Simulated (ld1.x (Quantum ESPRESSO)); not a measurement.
## rhodium: one change to an RRKJ potential, before and after

rhodium, norm-conserving RRKJ (Kleinman–Bylander form), made with ld1.x (Quantum ESPRESSO) 7.5 (PBE, scalar-relativistic). Core [Ar] 3d10, reference 4s2 4p6 4d8 5s0 5p0 (charge +1). Waves: 4p (bound): rc 1.50 bohr; 4d (bound): rc 1.85 bohr; 4s (bound): rc 1.10 bohr. Local part: the s channel. Core correction: Bessel-smoothed model core inside 1.00 bohr.

Change: all radii but the core radius scaled by about 0.87 (s 0.96, p 1.30, d 1.62 bohr).

Cutoffs: the cutoffs (Ry, on a coarse ladder) from which the occupation-weighted sum of valence levels, in a spherical-Bessel basis at the reference potential, stays within 10 and 1 mRy of its value at 400 Ry; they do not see the model core or the augmentation charge, which bear on the density cutoff. Errors are all-electron minus pseudo energies relative to the spin-unpolarised reference configuration.

Q: How do hardness, ghosts and transferability respond?

A: The potential gets harder (120 Ry and 200 Ry → 140 Ry and 230 Ry); of the 7 tests that both files solve, the error grows in 0 and shrinks in 6 by more than 15 % and 0.3 meV (median size 75.7 → 39.6 meV); neither file shows a bound ghost. A smaller radius makes the pseudo-wave follow the all-electron one further in, where it bends more sharply, so more plane waves are needed. Less of the atom is replaced, so other configurations are described better.

| quantity | base | changed |
| --- | --- | --- |
| cutoff, loose | 120 Ry | 140 Ry |
| cutoff, tight | 200 Ry | 230 Ry |
| loose cutoff by channel (10 mRy a level) | p 30 Ry, d 40 Ry, s 110 Ry | p 70 Ry, d 40 Ry, s 110 Ry |
| bound ghosts | none | none |
| error for 4s2 4p6 4d8 5s1 5p0, meV [ΔE -7.46 eV] | +102 | +66 |
| error for 4s2 4p6 4d7 5s0 5p0, meV [ΔE 19.51 eV] | +0.5 | +0.7 |
| error for 4s2 4p6 4d6 5s0 5p0, meV [ΔE 52.02 eV] | +14 | +8.7 |
| error for 4s2 4p6 4d7 5s2 5p0, meV [ΔE -4.98 eV] | +262 | +168 |
| error for 4s2 4p6 4d7 5s1 5p0, meV [ΔE 3.67 eV] | +166 | +107 |
| error for 4s2 4p6 4d9 5s0 5p0, meV [ΔE -8.37 eV] | -1.1 | -0.2 |
| error for 4s2 4p6 4d5 5s0 5p0, meV [ΔE 98.96 eV] | +76 | +40 |
